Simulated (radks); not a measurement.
Values are calculated unless marked as measured or tabulated.
Coulomb parameter of the 4f shell of neutral praseodymium in the model configuration [Xe] 4f2 6s2 6p1, as a second difference U = [E(n + 0.5) + E(n - 0.5) - 2 E(n)] / (0.5)^2 with all orbitals relaxed. "Bare": the charge of the atom changes with n. "Screened": the 6p shell takes up the change at fixed total charge, which measures U(4f,4f) + U(6p,6p) - 2 U(4f,6p). Code: a radial shooting solver on a logarithmic mesh with Libxc functionals. Model: scalar-relativistic Kohn-Sham, BLYP, spin-unpolarised, spherical densities, finite nucleus; Fermi nuclear charge, rms radius 4.8919 fm.

case                  configuration  E - E(n) (eV)
start              [Xe] 4f2 6s2 6p1          0.000
bare +0.5        [Xe] 4f2.5 6s2 6p1         -2.948
bare -0.5        [Xe] 4f1.5 6s2 6p1          6.342
screened +0.5  [Xe] 4f2.5 6s2 6p0.5         -2.576
screened -0.5  [Xe] 4f1.5 6s2 6p1.5          4.639

U(bare) = 13.577 eV, U(screened by 6p) = 8.254 eV, against the Slater integral F0(4f,4f) = 24.599 eV with frozen orbitals. The step up makes a negative ion, whose loosely bound charge lowers the bare value.
